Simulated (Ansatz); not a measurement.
# Worked example: a bond strength in BGeH3Cl2 (SMILES Cl[B](Cl)[GeH3])

The species is BGeH3Cl2 (7 atoms), meant as a singlet with charge 0. SMILES: `Cl[B](Cl)[GeH3]`. Geometry: optimised at B3LYP/def2-SVP.

```csv
atom,x (Å),y (Å),z (Å)
Cl,1.7655,-1.4431,1.2204
B,0.2098,-1.0318,0.5173
Cl,-1.0926,-2.2098,0.6091
Ge,-0.1231,0.8005,-0.4129
H,-0.5595,0.5720,-1.8770
H,-1.2708,1.5480,0.3015
H,1.1323,1.6962,-0.4041
```

Wanted: the dissociation energy of the Cl3–B2 bond into doublet Cl and doublet BGeH3Cl (shapes relaxed at B3LYP/def2-SVP, no zero-point term). 1 Eh = 2625.50 kJ/mol = 27.2114 eV. Totals in Eh; open shells run unrestricted unless said.

```tsv
level	program	BGeH3Cl2	doublet Cl	doublet BGeH3Cl
PBE/def2-SVP	Ansatz	-3022.813936	-459.797020	-2562.822022
MP2/def2-SVP, 20 core orbitals frozen	Ansatz	-3020.878379	-459.428240	-2561.259180
CCSD(T)/def2-SVP, 20 core orbitals frozen	Ansatz	-3020.934342	-459.445994	-2561.304871
```

Task: Work out the dissociation energy at each level.

Result: 
1. PBE/def2-SVP: (-459.797020) + (-2562.822022) − (-3022.813936) = 0.194894 Eh = 511.7 kJ/mol = 5.30 eV.
2. MP2/def2-SVP: (-459.428240) + (-2561.259180) − (-3020.878379) = 0.190959 Eh = 501.4 kJ/mol = 5.20 eV.
3. CCSD(T)/def2-SVP: (-459.445994) + (-2561.304871) − (-3020.934342) = 0.183477 Eh = 481.7 kJ/mol = 4.99 eV.

The levels span 482 to 512 kJ/mol; no measured value is set beside them. A bond enthalpy at 298 K also holds the loss of zero-point energy and thermal terms.
